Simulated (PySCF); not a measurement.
# Löwdin shares of the frontier orbitals

C2H11NOSi3.
Numbering: `[NH2:1][Si@@H:2]([CH:3]=[O:4])[CH2:5][SiH2:6][SiH3:7]` (hydrogens: H8, H9 on N1; H10 on Si2; H11 on C3; H12, H13 on C5; H14, H15 on Si6; H16, H17, H18 on Si7)

Cartesian coordinates in Å at the GFN2-xTB level; atoms count from 1:
```
atom  x, y, z in Å
N1    -0.8605   -1.7374   -0.3186
Si2   -1.4425   -0.1598   -0.6507
C3    -3.0988   -0.1033    0.3108
O4    -3.6545   -1.0875    0.7314
C5    -0.2517    1.1464    0.0350
Si6    1.4030    1.3092   -0.8954
Si7    2.8723   -0.4158   -0.4585
H8    -1.5379   -2.4509   -0.0986
H9    -0.0707   -2.1261   -0.8059
H10   -1.7833    0.1545   -2.0509
H11   -3.5730    0.8893    0.4757
H12   -0.7527    2.1144    0.0095
H13   -0.0481    0.9403    1.0865
H14    1.9749    2.6149   -0.5164
H15    1.0786    1.4330   -2.3262
H16    3.6676   -0.1905    0.7521
H17    2.2283   -1.7221   -0.2762
H18    3.8402   -0.6021   -1.5450
```

Level of theory: TDDFT PBE0/def2-SVPD, vertical, gas phase, core orbitals frozen in the response in PySCF. GFN2-xTB frequencies show an imaginary mode (66i cm⁻¹), so this geometry is no minimum at that level.

Kohn–Sham orbitals with the atoms that hold most of them (Löwdin shares over 4%, at most four atoms; ? is withheld):

| orbital | ε (eV) | atoms |
| --- | --- | --- |
| LUMO+2 | -0.22 | Si7 26%, Si6 24%, C5 8%, H15 6% |
| LUMO+1 | -0.32 | Si6 27%, Si7 23%, H14 7%, Si2 7% |
| LUMO | -1.55 | C3 40%, O4 34%, Si2 11%, H11 6% |
| HOMO | ? | ? |
| HOMO-1 | -7.60 | ? |
| HOMO-2 | -8.64 | Si7 33%, Si6 31%, C5 9%, H18 6% |
| HOMO-3 | -9.22 | C5 21%, Si6 19%, H14 16%, Si2 11% |

Problem. Which atoms hold the HOMO-1, and with what shares?

Solution. N1 (bonded to Si and 2 H) 60%; Si2 (bonded to 2 C, N and H) 12%; C5 (bonded to 2 Si and 2 H) 6%; H10 (bonded to Si) 6%.

Problem. Which atoms hold the HOMO, and with what shares?

Solution. O4 (bonded to C) 49%; C3 (bonded to O, Si and H) 20%; Si2 (bonded to 2 C, N and H) 11%; H11 (bonded to C) 10%.

Problem. What is the HOMO energy, and the HOMO–LUMO gap?

Solution. ε(HOMO) = -6.95 eV; the gap is 5.40 eV (0.1984 hartree).

Problem. How does S1 compare with the orbital gap of 5.40 eV?

Solution. S1 is at 3.22 eV (f = 0.0009), 2.18 eV below the gap, made of HOMO→LUMO (97%). 

Problem. Give energy, strength and leading configuration of S1, S2, S3, S5 and S6, and follow the Löwdin shares of the leading atoms from the occupied to the empty orbital.

Solution. 
- S1 (3.22 eV, f 0.0009), HOMO→LUMO (97%): O4 49% → 34%, C3 20% → 40%
- S2 (4.87 eV, f 0.010), HOMO-1→LUMO (99%): N1 60% → at most 6%, Si2 12% → 11%, C3 at most 6% → 40%, O4 at most 6% → 34%
- S3 (5.81 eV, f 0.022), HOMO→LUMO+1 (79%): O4 49% → at most 7%, C3 20% → at most 7%, Si6 at most 10% → 27%, Si7 at most 10% → 23%
- S5 (6.14 eV, f 0.0093), HOMO-1→LUMO+1 (92%): N1 60% → at most 7%, Si2 12% → 7%, Si6 at most 6% → 27%, Si7 at most 6% → 23%
- S6 (6.33 eV, f 0.0085), HOMO-2→LUMO (96%): Si7 33% → at most 6%, Si6 31% → at most 6%, C3 at most 6% → 40%, O4 at most 6% → 34%

One conformer stands for the species.
